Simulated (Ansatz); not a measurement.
C₂H₆F₂GeS, SMILES `C[S][Ge]([CH3])([F])[F]` at its PBE0-D4/def2-TZVP geometry, where that method's forces vanish. The species carries charge 0 and has multiplicity 1.

| atom | x (Å) | y (Å) | z (Å) |
| --- | --- | --- | --- |
| C1 | 1.502 | -1.212 | -0.949 |
| S2 | 1.753 | -0.328 | 0.622 |
| Ge3 | -0.342 | 0.124 | 1.059 |
| C4 | -1.297 | 1.406 | -0.014 |
| F5 | -0.387 | 0.622 | 2.712 |
| F6 | -1.235 | -1.363 | 1.001 |
| H7 | 1.120 | -0.552 | -1.727 |
| H8 | 0.840 | -2.065 | -0.814 |
| H9 | 2.486 | -1.571 | -1.249 |
| H10 | -2.325 | 1.466 | 0.343 |
| H11 | -1.296 | 1.092 | -1.058 |
| H12 | -0.819 | 2.381 | 0.072 |

For each bond, give half the difference of the two atoms' forces along it (eV/Å; positive pushes the atoms apart) under PBE-D4, r2SCAN-D4, B3LYP-D4, ωB97M-V in def2-TZVPP. (Estimate.)

Ansatz gave: 
```csv
bond,length (Å),PBE-D4,r2SCAN-D4,B3LYP-D4,ωB97M-V
C1–S2,1.820,0.15,0.19,0.30,0.15
C1–H7,1.090,0.10,-0.04,-0.08,-0.07
C1–H8,1.089,0.10,-0.05,-0.09,-0.08
C1–H9,1.089,0.11,-0.04,-0.10,-0.07
S2–Ge3,2.187,0.05,0.00,0.08,-0.05
Ge3–C4,1.926,-0.08,0.01,0.08,-0.05
Ge3–F5,1.727,0.52,0.03,0.22,0.09
Ge3–F6,1.735,0.52,0.05,0.24,0.07
C4–H10,1.090,0.08,-0.02,-0.08,-0.05
C4–H11,1.090,0.08,-0.02,-0.08,-0.04
C4–H12,1.090,0.08,-0.02,-0.07,-0.04
```

B3LYP here is the variant with VWN-RPA as its local correlation; programs differ in this.
